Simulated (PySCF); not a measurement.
**UHF on Co (cobalt, neutral)**

Configuration: [Ar] 3d8 4s1, high-spin 4F determinant (an excited configuration). Computed with PySCF 2.14 in aug-cc-pVTZ (8s7p5d3f2g, 93 functions), with the non-relativistic Hamiltonian (point nucleus).

* Total energy: -1381.365230 hartree
* One-electron energy: -1919.2957 hartree
* Hartree (Coulomb) energy: 596.0787 hartree
* Exchange energy: -58.1482 hartree
* Kinetic energy: 1381.31272 hartree
* ⟨S²⟩: 3.7525
* ⟨L²⟩: 12.036
* Sum of ⟨r⟩: 20.91 bohr
* Sum of ⟨r²⟩: 34.31 bohr²
* Density at the nucleus (Gaussians lack the cusp): 13300 bohr⁻³
* Spin density at the nucleus: 2.82 bohr⁻³
* Langevin diamagnetic susceptibility: -27.2 ×10⁻⁶ cm³/mol

```tsv
shell	electrons	mean orbital energy (eV)	spread (eV)	rms radius, mean of both spins (bohr)
1s α	1	-7696.9	0	0.0659
1s β	1	-7696.8	0	0.0659
2s α	1	-943.33	0	0.279
2s β	1	-941.56	0	0.279
2p α	3	-814.20	0	0.250
2p β	3	-812.52	0	0.250
3s α	1	-119.55	0	0.846
3s β	1	-114.57	0	0.846
3p α	3	-79.126	0	0.903
3p β	3	-73.279	0	0.903
3d α	5	-12.722	1.422	1.30
3d β	3	-10.317	0	1.30
4s α	1	-6.324	0	3.73
```

Spin-orbit constants ζ (cm⁻¹) from the X2C one-electron operator on these orbitals (non-relativistic here): bare nucleus, nucleus screened by l(l+1)(2l+1)/3 electrons, and screened by the Breit-Pauli mean field of the electrons.

```
shell   bare  screened nucleus  mean field
   2p  80250             74300       71530
   3p   9538              8831        8434
   3d  865.0             544.6       490.1
```

To first order the Landé constant is A = -163.4 cm⁻¹, so the lowest level has J = 9/2 and lies 0.0911 eV below the centre of the term. This holds in LS coupling only.
